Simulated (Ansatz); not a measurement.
Z-matrix (Å, degrees):
```
In
C 1 2.1915
H 2 1.1008 1 110.98
H 2 1.1011 3 108.83 1 121.85
H 2 1.1022 3 108.16 4 117.09
C 1 2.2050 2 120.64 3 -30.97
H 6 1.1021 1 111.54 2 168.61
H 6 1.1022 7 107.55 1 -120.92
H 6 1.1026 7 108.85 8 -115.82
C 1 2.2054 2 120.36 3 163.16
H 10 1.1021 1 111.53 2 -168.15
H 10 1.1022 11 107.53 1 120.87
H 10 1.1026 11 108.84 12 115.81
O 1 2.4764 2 99.81 3 66.16
H 14 0.9689 1 107.17 2 123.27
H 14 0.9689 15 105.08 1 -113.84
```
Charge 0, multiplicity 1.

Method: frozen-core CCSD(T)/def2-TZVPP // B3LYP-D3(BJ)/def2-SVP in Ansatz (a program for electronic structure).

- HF energy: -384.14864 Ha
- MP2 correlation energy: -1.11069 Ha

Problem. Estimate the CCSD correlation energy, the (T) correction, the total energy and the T1 diagnostic.

Solution. 
```json
{
 "CCSD correlation energy": "-1.15226 Ha",
 "(T) correction": "-0.04051 Ha",
 "CCSD(T) total energy": "-385.34141 Ha",
 "T1 diagnostic": "0.011"
}
```
